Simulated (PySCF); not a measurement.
**Radial density of Cl(2+) (chlorine, charge +2)**

UHF, [Ne] 3s2 3p2 3d1, one real determinant (an excited configuration). Computed with PySCF 2.14 in aug-cc-pV(T+d)Z (6s5p4d2f, 55 functions), with the non-relativistic Hamiltonian (point nucleus).

```json
{"r (bohr)": "0.00190", "4πr²ρ (e/bohr)": "0.1367", "4πr²(ρα − ρβ)": "0.0000"}
{"r (bohr)": "0.00319", "4πr²ρ (e/bohr)": "0.3703", "4πr²(ρα − ρβ)": "0.0000"}
{"r (bohr)": "0.00537", "4πr²ρ (e/bohr)": "0.9726", "4πr²(ρα − ρβ)": "0.0000"}
{"r (bohr)": "0.00903", "4πr²ρ (e/bohr)": "2.431", "4πr²(ρα − ρβ)": "0.0001"}
{"r (bohr)": "0.0152", "4πr²ρ (e/bohr)": "5.581", "4πr²(ρα − ρβ)": "0.0003"}
{"r (bohr)": "0.0255", "4πr²ρ (e/bohr)": "11.13", "4πr²(ρα − ρβ)": "0.0016"}
{"r (bohr)": "0.0430", "4πr²ρ (e/bohr)": "17.58", "4πr²(ρα − ρβ)": "0.0082"}
{"r (bohr)": "0.0723", "4πr²ρ (e/bohr)": "19.24", "4πr²(ρα − ρβ)": "0.0398"}
{"r (bohr)": "0.122", "4πr²ρ (e/bohr)": "14.19", "4πr²(ρα − ρβ)": "0.1458"}
{"r (bohr)": "0.204", "4πr²ρ (e/bohr)": "15.05", "4πr²(ρα − ρβ)": "0.3126"}
{"r (bohr)": "0.344", "4πr²ρ (e/bohr)": "19.08", "4πr²(ρα − ρβ)": "0.2336"}
{"r (bohr)": "0.579", "4πr²ρ (e/bohr)": "8.671", "4πr²(ρα − ρβ)": "0.1033"}
{"r (bohr)": "0.973", "4πr²ρ (e/bohr)": "3.346", "4πr²(ρα − ρβ)": "1.2857"}
{"r (bohr)": "1.64", "4πr²ρ (e/bohr)": "3.009", "4πr²(ρα − ρβ)": "1.7538"}
{"r (bohr)": "2.75", "4πr²ρ (e/bohr)": "0.5873", "4πr²(ρα − ρβ)": "0.4684"}
{"r (bohr)": "4.63", "4πr²ρ (e/bohr)": "0.03146", "4πr²(ρα − ρβ)": "0.0308"}
{"r (bohr)": "7.79", "4πr²ρ (e/bohr)": "4.673e-05", "4πr²(ρα − ρβ)": "0.0000"}
```

⟨L²⟩ = 7.98 against 12 for a pure F term, so this real determinant mixes terms. The outer electron is Rydberg-like, and this basis confines it to a smaller radius and binds it less than a complete one would.
